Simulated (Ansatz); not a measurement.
Stepwise reaction of `[NH2][Al]([F])[F]` with water, as a gas-phase model of exchange steps in deposition or etching. ΔE in kJ/mol; ΔG adds harmonic PBE0-D4 terms to CCSD(T)/CBS, at 1 bar.

Gas-phase electronic energies from Ansatz, PBE0-D4/def2-TZVP geometries. CCSD(T)/CBS adds triple-zeta CCSD(T) − MP2 to the extrapolated MP2 energy (def2 sets, frozen cores). This one scheme is used for every species. Functionals use def2-TZVPP. B3LYP here is the variant with VWN-RPA as its local correlation; programs differ in this. Each species was taken in one conformer, which may not be the lowest.

```
step                                                reaction  PBE-D4  B3LYP-D4  ωB97M-V  CCSD(T)/CBS  ΔG(500 K)
   1  `[NH2][Al]([F])[F]` + H₂O → `[NH2][Al]([OH])[F]` + H–F    50.6      52.0     51.7         51.8       48.9
```

(1) Give the row of step 2, `[NH2][Al]([OH])[F]` + H₂O → `[NH2][Al]([OH])[OH]` + H–F. (Estimate.)

(2) By hand: ΔE of the 2 steps together at CCSD(T)/CBS.

Answers

(1) Ansatz gave: 
| step | reaction | PBE-D4 | B3LYP-D4 | ωB97M-V | CCSD(T)/CBS | ΔG(500 K) |
| --- | --- | --- | --- | --- | --- | --- |
| 2 | `[NH2][Al]([OH])[F]` + H₂O → `[NH2][Al]([OH])[OH]` + H–F | 48.7 | 50.2 | 49.7 | 49.9 | 50.5 |

(2) (51.8) + (49.9) = 101.7 kJ/mol, or 50.8 kJ/mol a step.

In ΔE the steps differ by no more than 1.9 kJ/mol. All are uphill at CCSD(T)/CBS. ΔG lies between 48.9 and 50.5 kJ/mol a step. PBE-D4 differs from CCSD(T)/CBS by -1.2 to -1.2 kJ/mol a step. Isolated molecules leave out the surface, adducts and barriers. Largest T1 diagnostic: 0.012.
